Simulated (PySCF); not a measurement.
C9H6N4, SMILES C1=CC2=NC=NC3=NC=CC(=C1)N23.

Geometry optimised at PBE0-D3(BJ)/def2-SVP.

Two levels are set side by side: TDA-PBE/def2-SVP (PySCF) and TDA-PBE0/def2-SVP (PySCF). Vertical, same geometry. The lowest singlet is HOMO→LUMO 98 % with PBE and HOMO→LUMO 98 % with the other functional; states are paired by order. Differences are taken from unrounded values.

```
quantity                               TDA-PBE
-------------------------------------  -------
lowest singlet excitation (eV)            1.97
lowest triplet excitation (TDA) (eV)      1.71
first bright state (f over 0.05) (eV)     3.79
its oscillator strength                   0.10
```

### Question
These are the TDA-PBE values. What does TDA-PBE0 give? (Estimate from the structure and the level; the computed values follow.)

### Answer

| quantity | TDA-PBE0 | TDA-PBE minus TDA-PBE0 |
|---|---|---|
| lowest singlet excitation (eV) | 2.16 | -0.19 |
| lowest triplet excitation (TDA) (eV) | 1.85 | -0.13 |
| first bright state (f over 0.05) (eV) | 4.20 | -0.41 |
| its oscillator strength | 0.18 | -0.08 |

A lower first singlet is the usual sign of a functional without exact exchange. Differences between two approximate levels are no errors against the true value.

Rough cost on one machine, each run with all the roots and properties that it gave: TDA-PBE0 against TDA-PBE within a factor of 2.
